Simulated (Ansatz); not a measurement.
A geometry relaxed with B3LYP-D3(BJ)/def2-TZVP (Ansatz, a program for electronic structure), charge 0, multiplicity 1:

```xyz
11

C      0.3755     1.4894    -0.4396
H      2.0905    -0.3479    -0.0497
N      0.6272     2.6127    -0.5648
H     -1.9518     0.4891    -0.6669
C     -1.3034    -0.1671    -0.0909
C      1.1027    -0.6653     0.2765
N      0.0914     0.1931    -0.3368
H      0.9359    -1.6915    -0.0514
H     -1.5649    -0.0870     0.9703
H      1.0589    -0.6303     1.3709
H     -1.4619    -1.1950    -0.4175
```

### Question
Write the SMILES of this molecule.

### Answer
`CN(C)C#N`
